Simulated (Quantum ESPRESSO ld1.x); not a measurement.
Neutral rhenium, 75 electrons, occupied as [Kr] 4d10 4f14 5s2 5p4 5d5 6s2 5f2 (not the ground configuration).

Calculated with ld1.x of Quantum ESPRESSO 7.5: Dirac Kohn-Sham, exchange-only B88, spin-unpolarised, spherical densities, point nucleus; open shells fill j = l - 1/2 first.

Energy parts (eV):
part                energy
total              -454727
kinetic             514526
electron-nucleus  -1136437
Hartree             176134
exchange             -8951

Orbitals (lengths in bohr, moments of r in powers of bohr; r(max) is where P^2 peaks; r(90%) holds 90 % of the orbital's charge):
| orbital | occ. | eigenvalue (eV) | <r^4> | r(max) | <r^2> | r(90%) |
|---|---|---|---|---|---|---|
| 1s1/2 | 2 | -71593.1 | 5.454e-07 | 0.01123 | 0.0004477 | 0.0329 |
| 2s1/2 | 2 | -12421.8 | 0.00008118 | 0.06471 | 0.006815 | 0.118 |
| 2p1/2 | 2 | -11886.0 | 0.00004878 | 0.04801 | 0.004858 | 0.104 |
| 2p3/2 | 4 | -10445.6 | 0.00007192 | 0.05496 | 0.006056 | 0.114 |
| 3s1/2 | 2 | -2891.64 | 0.002990 | 0.1822 | 0.04446 | 0.290 |
| 3p1/2 | 2 | -2652.74 | 0.002633 | 0.1705 | 0.04075 | 0.281 |
| 3p3/2 | 4 | -2339.94 | 0.003510 | 0.1847 | 0.04730 | 0.302 |
| 3d3/2 | 4 | -1939.11 | 0.002371 | 0.1445 | 0.03659 | 0.275 |
| 3d5/2 | 6 | -1871.21 | 0.002588 | 0.1484 | 0.03838 | 0.281 |
| 4s1/2 | 2 | -619.961 | 0.06975 | 0.4130 | 0.2192 | 0.633 |
| 4p1/2 | 2 | -520.342 | 0.07589 | 0.4124 | 0.2256 | 0.647 |
| 4p3/2 | 4 | -447.341 | 0.1011 | 0.4423 | 0.2605 | 0.695 |
| 4d3/2 | 4 | -283.898 | 0.1279 | 0.4381 | 0.2820 | 0.739 |
| 4d5/2 | 6 | -270.410 | 0.1399 | 0.4475 | 0.2950 | 0.756 |
| 5s1/2 | 2 | -104.659 | 2.016 | 0.9336 | 1.177 | 1.47 |
| 5p1/2 | 2 | -73.9760 | 2.963 | 0.9948 | 1.404 | 1.62 |
| 4f5/2 | 6 | -64.5097 | 0.3627 | 0.4141 | 0.4047 | 0.938 |
| 5p3/2 | 2 | -62.3696 | 4.099 | 1.074 | 1.649 | 1.75 |
| 4f7/2 | 8 | -61.9810 | 0.3864 | 0.4189 | 0.4170 | 0.952 |
| 5d3/2 | 4 | -21.4783 | 15.61 | 1.322 | 3.024 | 2.45 |
| 5d5/2 | 1 | -20.2683 | 17.52 | 1.358 | 3.202 | 2.52 |
| 6s1/2 | 2 | -16.4349 | 80.79 | 2.293 | 7.403 | 3.70 |
| 6p1/2 | 0 | -9.9625 | 170.9 | 2.680 | 10.59 | 4.46 |
| 6p3/2 | 0 | -8.5794 | 235.6 | 2.905 | 12.43 | 4.83 |
| 7s1/2 | 0 | -3.1962 | 3158 | 5.800 | 46.74 | 9.27 |
| 5f5/2 | 2 | -0.3090 | 38150 | 9.091 | 144.0 | 17.2 |
| 5f7/2 | 0 | -0.3082 | 38320 | 9.100 | 144.3 | 17.2 |

The highest occupied level is 5f5/2 at -0.309 eV. The configuration is held as typed, so some empty levels lie below it. Summed over all electrons, <r^2> = 337.9 bohr^2, which gives a Langevin (diamagnetic) susceptibility term of -268 x 10^-6 cm^3/mol. The density falls to 0.001 e/bohr^3 at r = 4.25 bohr.
